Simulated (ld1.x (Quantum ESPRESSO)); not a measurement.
## hydrogen: one change to an RRKJ potential, before and after

hydrogen, norm-conserving RRKJ (Kleinman–Bylander form), made with ld1.x (Quantum ESPRESSO) 7.5 (BP86, scalar-relativistic). Core none, reference 1s1. Waves: 2p channel at 0.5 Ry: rc 1.05 bohr; 1s (bound): rc 0.95 bohr. Local part: the s channel. Core correction: none.

Change: all radii scaled by about 1.15 (s 1.10, p 1.20 bohr).

Cutoffs: the cutoffs (Ry, on a coarse ladder) from which the occupation-weighted sum of valence levels, in a spherical-Bessel basis at the reference potential, stays within 10 and 1 mRy of its value at 400 Ry; they do not see the model core or the augmentation charge, which bear on the density cutoff. Errors are all-electron minus pseudo energies relative to the spin-unpolarised reference configuration.

How do hardness, ghosts and transferability respond?

The potential gets softer (30 Ry and 50 Ry → 25 Ry and 40 Ry); neither file shows a bound ghost. A larger radius leaves more room for a smooth pseudo-wave, so fewer plane waves are needed.

```tsv
quantity	base	changed
cutoff, loose	30 Ry	25 Ry
cutoff, tight	50 Ry	40 Ry
bound ghosts	none	none
error for 1s0.5, meV [ΔE 4.83 eV]	-1.8	-1.3
```
